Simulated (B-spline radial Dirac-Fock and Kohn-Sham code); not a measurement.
**Neutral sulfur: differential elastic cross section for electrons at 90.3 eV**

Method: relativistic (Dirac) partial waves in the static field of the Dirac-Fock atom with Furness-McCarthy exchange, without polarisation or absorption potentials. Computed with a radial atomic solver. Below a few hundred eV the neglected polarisation potential matters, most of all at small angles.

Input file task.json (cfg lists n, l and occupation; rrms is the nuclear radius in fm):

```json
{"items": [{
  "Z": 16,
  "q": 0,
  "cfg": [[1, 0, 2], [2, 0, 2], [2, 1, 6], [3, 0, 2], [3, 1, 4]],
  "A": 32,
  "rrms": 3.2611,
  "do": "elastic",
  "energies": [[90.3, 0]],
  "theta": [0, 10, 20, 30, 40, 50, 60, 70, 80, 90, 100, 110, 120, 130, 140, 150, 160, 170, 180]
}]}
```

Launch: `python xray2_run.py task.json out`

```tsv
θ (°)	dσ/dΩ (a₀²/sr)	Sherman function
0	33.7	0.000
10	25.9	0.000
20	12.4	0.000
30	4.24	0.000
40	1.26	-0.001
50	0.543	-0.007
60	0.572	-0.005
70	0.750	-0.001
80	0.815	0.002
90	0.672	0.004
100	0.378	0.008
110	0.0948	0.018
120	0.00840	-0.071
130	0.248	-0.012
140	0.825	-0.006
150	1.63	-0.003
160	2.45	-0.002
170	3.06	-0.001
180	3.28	0.000
```

The total elastic cross section is 20.5 a₀², the first transport cross section 9.97 a₀² and the second, weighted with (3/2) sin²θ, 8.67 a₀². The mean deflection is ⟨1 − cos θ⟩ = 0.487, and 20 % of the collisions scatter beyond 90°.

On this grid of angles the cross section has minima near 50°, 120°, from interference among the few low partial waves with large phase shifts.
